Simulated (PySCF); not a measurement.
Molecular orbitals of AuBr

PBE0 at R = 2.357 Å; Au def2-TZVPP with ECP60, Br def2-TZVPP; scalar-relativistic core potentials (PySCF 2.14). State: ³Π (triplet), unpaired electrons σ ↑, π ↑, a second solution, started from another occupation. Only the outer orbitals are listed, counted within each symmetry, core potentials removing the inner ones.

```tsv
spin	orbital	occ.	ε (eV)	on Au (%)	main shells (%)
α	5π	1	-11.00	67	67 Au d, 32 Br p
α	2δ	1	-10.02	99	98 Au d
α	2δ	1	-10.00	100	100 Au d
α	6π	1	-9.70	37	63 Br p, 36 Au d
α	11σ	1	-9.09	74	54 Au d, 26 Br p, 19 Au s
α	6π	1	-8.88	33	67 Br p, 32 Au d
α	12σ	1	-5.89	83	73 Au s, 17 Br p
α	7π	0	-0.32	98	98 Au p
α	7π	0	-0.16	99	98 Au p
α	13σ	0	0.89	104	98 Au p
β	5π	1	-10.63	64	63 Au d, 35 Br p
β	5π	1	-9.86	61	60 Au d, 38 Br p
β	2δ	1	-9.68	99	98 Au d
β	2δ	1	-9.66	100	100 Au d
β	11σ	1	-8.63	76	50 Au d, 25 Au s, 24 Br p
β	6π	1	-8.45	36	64 Br p, 36 Au d
β	6π	0	-6.17	40	60 Br p, 39 Au d
β	12σ	0	-2.98	84	72 Au s, 16 Br p
β	7π	0	0.23	98	98 Au p
```

Problem. Which are the highest filled and the lowest empty level, where do they sit, and how wide is the gap?

Solution. Highest filled α 12σ at -5.89 eV (in %: 73 Au s, 17 Br p); lowest empty β 6π at -6.17 eV (in %: 60 Br p, 39 Au d); the gap at PBE0 is -0.28 eV.

```
bond order (Mayer)                               : 1.02
⟨S²⟩                                             : 2.007
charge on Au (Mulliken, basis-dependent)         : 0.11
charge on Au (Löwdin, basis-dependent)           : -0.16
dipole moment (positive dipole means Au(−)Br(+)) : 0.72 D
```

Shares are Mulliken populations and can fall outside 0 to 100 %.

Spin–orbit coupling is left out. Counting both spins, an empty level lies below a filled one in this solution, because spin and occupation are held.
